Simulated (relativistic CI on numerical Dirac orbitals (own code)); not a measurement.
# Electric-dipole transitions in Cl14+

Computed by Dirac-Coulomb-Breit CI, KLI orbitals optimised for each configuration, model QED (radiative potential, 1s self-energy scaled to tabulated hydrogen-like ionisation energies), unscaled Slater integrals (own radial code, finite nucleus).

Configurations in the expansion (outside the closed core 1s2): 2s, 2p, 3s, 3p, 3d, 4s, 4p, 4d, 4f, 5s, 5p, 5d, 5f, 5g, 6s, 6p, 6d. Levels of other configurations are missing.

| λ vac (Å) | Lower | Upper | A (s⁻¹) | log gf | S velocity/length |
| --- | --- | --- | --- | --- | --- |
| 21.189 | 2p 2P°_3/2 [3] | 4d 2D_5/2 [13] | 1.10e+12 | -0.35 | 1.00 |
| 26.640 | 2s 2S_1/2 [1] | 3p 2P°_3/2 [6] | 1.09e+12 | -0.33 | 1.01 |
| 28.278 | 2p 2P°_1/2 [2] | 3d 2D_3/2 [7] | 2.81e+12 | 0.13 | 1.00 |
| 28.421 | 2p 2P°_3/2 [3] | 3d 2D_5/2 [8] | 3.35e+12 | 0.39 | 1.00 |
| 56.082 | 3p 2P°_3/2 [6] | 5d 2D_5/2 [20] | 1.74e+11 | -0.31 | 1.00 |
| 56.852 | 3d 2D_3/2 [7] | 5f 2F°_5/2 [21] | 2.16e+11 | -0.20 | 1.00 |
| 56.904 | 3d 2D_5/2 [8] | 5f 2F°_7/2 [22] | 2.31e+11 | -0.05 | 1.00 |
| 77.589 | 3s 2S_1/2 [4] | 4p 2P°_3/2 [11] | 1.40e+11 | -0.29 | 1.01 |
| 81.160 | 3p 2P°_1/2 [5] | 4d 2D_3/2 [12] | 2.95e+11 | 0.07 | 1.00 |
| 81.493 | 3p 2P°_3/2 [6] | 4d 2D_5/2 [13] | 3.54e+11 | 0.33 | 1.00 |
| 83.112 | 3d 2D_3/2 [7] | 4f 2F°_5/2 [14] | 6.53e+11 | 0.61 | 1.00 |
| 83.212 | 3d 2D_5/2 [8] | 4f 2F°_7/2 [15] | 6.99e+11 | 0.76 | 1.00 |
| 175.77 | 4p 2P°_1/2 [10] | 5d 2D_3/2 [19] | 6.10e+10 | 0.05 | 1.00 |
| 176.40 | 4p 2P°_3/2 [11] | 5d 2D_5/2 [20] | 7.34e+10 | 0.31 | 1.00 |
| 179.52 | 4d 2D_3/2 [12] | 5f 2F°_5/2 [21] | 1.22e+11 | 0.55 | 1.00 |
| 179.71 | 4d 2D_5/2 [13] | 5f 2F°_7/2 [22] | 1.31e+11 | 0.71 | 1.00 |
| 179.86 | 4f 2F°_5/2 [14] | 5g 2G_7/2 [23] | 2.08e+11 | 0.91 | 1.00 |
| 179.95 | 4f 2F°_7/2 [15] | 5g 2G_9/2 [24] | 2.15e+11 | 1.02 | 1.00 |
| 324.05 | 5p 2P°_1/2 [17] | 6d 2D_3/2 [28] | 1.82e+10 | 0.06 | 1.00 |
| 325.13 | 5p 2P°_3/2 [18] | 6d 2D_5/2 [29] | 2.20e+10 | 0.32 | 1.00 |

Terms are leading LS components. Brackets give the number of a level in order of energy, since labels repeat. The list gives strong lines, with weight on those to low levels. Levels whose partners in the same complex of configurations lie outside the list can be far off, and so can their lines. Rates are taken at the computed energies, electric ones in the length gauge. A velocity-to-length ratio far from 1 marks an uncertain rate.

At this charge energies of transitions that change n are usually good to better than 1 %, and those within a shell (Δn = 0) to a few per cent.

From the table, what is the radiative lifetime of 4d 2D_5/2?

The listed rates from this level add up to about 1.45e+12 s⁻¹, 100 % of its decay; with all channels τ = 6.90e-13 s.
